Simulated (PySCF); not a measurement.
CH7GeNOSi. Atoms are numbered in the order given.

```xyz
12

O      1.8114    -0.2148    -1.2145
Ge     0.7350    -0.1181     0.2103
C     -0.7730    -1.3907    -0.0242
N     -1.8392    -0.4009     0.0984
Si    -1.2297     1.2328     0.1473
H      2.6056     0.3211    -1.1211
H      1.5984    -0.2770     1.4836
H     -0.8161    -2.1816     0.7463
H     -0.7140    -1.8775    -1.0153
H     -2.7981    -0.7218     0.0213
H     -1.4804     2.0848    -1.0632
H     -1.6779     2.0406     1.3296
```

Coordinates come from a PBE0-D3(BJ)/def2-SVP optimisation. The structure was generated by enumeration; whether it is a known compound was not checked. One conformer was computed; it need not be the lowest.

The numbers are results of TDA-CAM-B3LYP/def2-SVPD (PySCF), not measurements.

Vertical excitations. The molecule is in vacuum.

| state | energy (eV) | λ (nm) | f | main pairs |
|---|---|---|---|---|
| S1 | 5.46 | 227 | 0.001 | HOMO→LUMO+1 48 %, HOMO→LUMO 42 % |
| S2 | 5.79 | 214 | 0.017 | HOMO−1→LUMO 82 % |
| S3 | 6.01 | 206 | 0.003 | HOMO→LUMO+1 42 %, HOMO→LUMO 33 %, HOMO→LUMO+3 8 % |
| S4 | 6.26 | 198 | 0.147 | HOMO−1→LUMO+1 60 %, HOMO→LUMO+2 15 % |
| S5 | 6.35 | 195 | 0.047 | HOMO→LUMO+2 63 %, HOMO−1→LUMO+1 11 %, HOMO→LUMO 10 % |
| S6 | 6.73 | 184 | 0.051 | HOMO→LUMO+3 67 %, HOMO−1→LUMO+2 11 % |
| S7 | 6.77 | 183 | 0.150 | HOMO−1→LUMO+2 63 %, HOMO→LUMO+3 14 % |
| S8 | 6.97 | 178 | 0.009 | HOMO−1→LUMO+3 67 %, HOMO−2→LUMO 16 % |
| S9 | 7.14 | 174 | 0.052 | HOMO−2→LUMO 47 %, HOMO−1→LUMO+3 18 %, HOMO−2→LUMO+1 14 % |
| S10 | 7.38 | 168 | 0.015 | HOMO→LUMO+6 69 %, HOMO→LUMO+5 11 % |
| T1 | 5.15 | 241 | 0 | HOMO→LUMO 43 %, HOMO→LUMO+1 42 % |
| T2 | 5.22 | 238 | 0 | HOMO−1→LUMO+1 50 %, HOMO−1→LUMO 32 % |
| T3 | 5.34 | 232 | 0 | HOMO−1→LUMO 51 %, HOMO−1→LUMO+1 36 % |
| T4 | 5.72 | 217 | 0 | HOMO→LUMO+1 36 %, HOMO→LUMO 32 %, HOMO→LUMO+3 12 %, HOMO→LUMO+5 11 % |
Triplets are in the Tamm–Dancoff approximation.
